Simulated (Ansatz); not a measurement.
Mulliken charges of CH3BFNO (`FC1NBO1`) from ωB97M-V/def2-TZVPP in Ansatz (PBE0-D4/def2-TZVP geometry).

| atom | x (Å) | y (Å) | z (Å) | charge (e) |
| --- | --- | --- | --- | --- |
| F1 | -0.423 | 1.224 | 1.477 | -0.192 |
| C2 | -0.021 | 0.777 | 0.268 | 0.316 |
| N3 | 0.620 | -0.501 | 0.283 | -0.252 |
| B4 | -0.410 | -0.901 | -0.600 | 0.155 |
| O5 | -1.109 | 0.310 | -0.507 | -0.340 |
| H6 | 0.516 | 1.592 | -0.226 | 0.109 |
| H7 | 1.576 | -0.700 | 0.508 | 0.127 |
| H8 | -0.657 | -1.856 | -1.257 | 0.077 |

Task: By hand: the dipole of these point charges (1 e Å = 4.8032 D).

Result: Σ q r = (0.438, -0.167, -0.248) e Å, of length 0.530 e Å = 2.55 D.

Task: How does the dipole of the full density compare? (Best estimate.)

Result: Computed: (0.565, -0.128, -0.143) e Å, 2.87 D; the point charges give 0.89 times that, at 16° from its direction.

Point charges leave out the atoms' own dipoles, such as those of lone pairs, and Mulliken's split depends on the basis, so the close match here is no proof of good charges.
